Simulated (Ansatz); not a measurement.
Born–Oppenheimer molecular dynamics of GeH3NO (6 atoms, charge 0, multiplicity 1). It starts at the highest image of a converged band. Of that band: Neighbouring images differ by up to 1.7 eV, so the band resolves the path poorly. A vibrational analysis at the climbing image gives one clearly imaginary mode, 1368i cm⁻¹: a first-order saddle point.

Computed with UKS CAM-B3LYP-D4/def2-SVP in Ansatz 0.2.0.

| Item | Value |
| --- | --- |
| ensemble | NVE (velocity Verlet) |
| time step | 0.5 fs |
| steps asked | 200 |
| starting velocities drawn for | 300 K |
| seed | 6540 |

First frame:

```xyz
6
Properties=species:S:1:pos:R:3
N -1.262 0.373 -0.255
Ge -0.133 -0.977 0.013
O 1.460 -0.514 0.670
H -0.477 -0.669 -1.528
H -1.043 1.347 0.008
H 1.496 0.376 1.046
```

Problem. How far do the bonds stretch over the last three quarters of this one trajectory? (Pairs bonded in most of those frames.)

Solution. 
```tsv
bond	mean (Å)	spread (Å)	shortest	longest
N1–Ge2	1.716	0.065	1.60	1.81
N1–H5	1.045	0.023	1.00	1.09
Ge2–O3	1.761	0.026	1.70	1.79
Ge2–H4	1.571	0.069	1.45	1.71
O3–H6	0.973	0.023	0.93	1.02
```

Mean temperature of the second half: 1917 K. The conserved energy stayed within 0.27 meV per atom of its start (net change 0.042 meV per atom), so the integration is sound. The system heated up, since it started high on the potential surface and ran downhill. A run of 0.1 ps of so small a system gives no equilibrium averages. The orbitals stay closed-shell, which can raise the energy where a bond breaks towards radicals; this wasn't checked here.

Run time: 7.5 min on 2 threads of Arm Neoverse V2, with other jobs on the host, peak memory 0.24 GiB.
